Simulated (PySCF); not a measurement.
C2H9FN2Si.
Numbering: `[CH3:1][CH2:2][NH:3][Si@H:4]([NH2:5])[F:6]` (hydrogens: H7, H8, H9 on C1; H10, H11 on C2; H12 on N3; H13 on Si4; H14, H15 on N5)

Method used: core-valence-separated Tamm–Dancoff BHandHLYP/aug-pcX-1 (pcseg-1 on H, def2-SVPD on Si) in PySCF, non-relativistic, gas phase, PBE0-D3(BJ)/def2-SVP geometry.

Computed carbon K-edge spectrum, Gaussian lines of 0.4 eV full width, highest printed point 100; it ends one width below the last computed root. The energies are unshifted.

```tsv
photon energy (eV)	absorption
284.7	0
284.8	1
284.9	3
285.0	8
285.1	15
285.2	22
285.3	22
285.4	16
285.5	11
285.6	15
285.7	32
285.8	60
285.9	88
286.0	100
286.1	93
286.2	78
286.3	67
286.4	56
286.5	42
286.6	27
286.7	21
286.8	32
286.9	54
287.0	71
287.1	71
287.2	59
```

Q: Assign the maxima to core holes.

A: 3 maxima:
- 285.2 eV: C1 (methyl carbon), 285.25 eV, f = 0.011, 100 % of the height at the exact maximum
- 286.0 eV: C1 (methyl carbon), 285.91 eV, f = 0.027, 49 % of the height at the exact maximum; C1 (methyl carbon), 286.08 eV, f = 0.024, 47 % of the height at the exact maximum
- 287.0 eV: C2 (sp3 carbon bound to nitrogen), 287.03 eV, f = 0.027, 78 % of the height at the exact maximum; C1 (methyl carbon), 287.01 eV, f = 0.006, 18 % of the height at the exact maximum

Further lines of some strength in the range: C2, 286.38 eV, f = 0.019; C1, 286.49 eV, f = 0.004.

Roots within 0.03 eV on the same or equivalent atoms count as one line; shares under 12 % aren't listed.

Vibrational structure and lifetime widths aren't in the curve. The ionisation threshold wasn't computed; near and above it a finite basis only mimics Rydberg series and continuum.

Shape of the structure used: `[CH3:1][CH2:2][NH:3][Si@H:4]([NH2:5])[F:6]`: C1–C2–N3–Si4 -127°, C2–N3–Si4–N5 153°, H–N5–Si4–N3 156°, H–N5–Si4–N3 -49°.

One conformer stands for the species.
